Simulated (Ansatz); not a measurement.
Ideal-gas functions of `C[S][Ge][Cl]` at 800 K and 1 bar, from an Ansatz frequency run at PBE0-D4/def2-TZVP.

Molar mass 155.17 g/mol, point group Cs (symmetry number 1), electronic degeneracy 1, moments of inertia 138.409, 239.747, 374.965 u Å². Harmonic wavenumbers (cm⁻¹, unscaled): 34, 112, 164, 237, 380, 386, 729, 963, 972, 1339, 1463, 1466, 3068, 3163, 3171.

Use S(trans) = R[1.5 ln M + 2.5 ln T − 1.1517]; rotational temperatures θ = 24.2544 K / I; S(rot) = R[ln(√π/σ · √(T³/θAθBθC)) + 1.5]; for each mode x = 1.438777 ν̃/T, S = R[x/(eˣ − 1) − ln(1 − e⁻ˣ)] and H = RT x/(eˣ − 1); 1 cm⁻¹ = 0.0119627 kJ/mol; R = 8.31446 J/(mol·K).

Task: By hand: the entropy, in J/(mol·K).

Result: Translation 192.3. Rotation: θ = 0.1752, 0.1012, 0.0647 K, giving 128.7. Vibration, mode by mode: 31.55, 21.65, 18.50, 15.47, 11.64, 11.51, 6.63, 4.71, 4.65, 2.76, 2.32, 2.31, 0.22, 0.19, 0.19, in all 134.3. Electronic 0.0. Sum 455.3 J/(mol·K).

Task: By hand: H − E and G − E in kJ/mol, counted from the electronic energy.

Result: Zero-point energy ½ × 17647 × 0.0119627 = 105.6; thermal vibration 45.6; translation, rotation and pV give 4 RT = 26.6. H − E = 177.8 kJ/mol, and G − E = 177.8 − 800 × 455.3/1000 = -186.4 kJ/mol.

Vibration gives 29 % of the entropy, 53.2 J/(mol·K) of it from the modes under 150 cm⁻¹: soft modes count most, and the harmonic formula is weakest for them. The sum counts one conformer and one mirror image; others add a mixing term.
